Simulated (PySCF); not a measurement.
## Worked example: chemical shift, span and skew from a shielding tensor

C₂H₄N, SMILES [NH+]#CC, charge +1. Atoms are numbered in the order given.

```xyz
7

C      0.0000     0.0000    -1.2658
C      0.0000     0.0000     0.1678
N      0.0000     0.0000     1.3058
H     -0.8952     0.5168    -1.6225
H      0.0000    -1.0337    -1.6225
H      0.8952     0.5168    -1.6225
H      0.0000     0.0000     2.3152
```
Charge +1, spin multiplicity 1.

The structure is a stationary point at B3LYP-D3(BJ)/def2-TZVP. The isomer is the one that the SMILES or the coordinates give; other isomers of the formula were not compared.

GIAO shieldings from PBE/pcSseg-2 run with PySCF, non-relativistic, no solvent. The symmetric part of the tensor of N3 has the principal values 7.0, 7.0, 315.4 ppm. The same nucleus in NH3 has σ = 262.8 ppm at this level (PySCF, at its B3LYP-D3(BJ)/def2-TZVP geometry).

Question: Work out the isotropic shielding, the ¹⁵N shift against NH3, the span and the skew.

Answer: 
σ(iso) = (σ11 + σ22 + σ33)/3 = 109.8 ppm. δ = σ(ref) − σ(iso) = 262.8 − (109.8) = 153.0 ppm.
Span Ω = σ33 − σ11 = 308.4 ppm. Skew κ = 3(σ(iso) − σ22)/Ω = 1.00, an axial tensor. Tumbling in solution averages the tensor to δ; in a static solid the shielding alone would spread this spin-1/2 line over Ω.
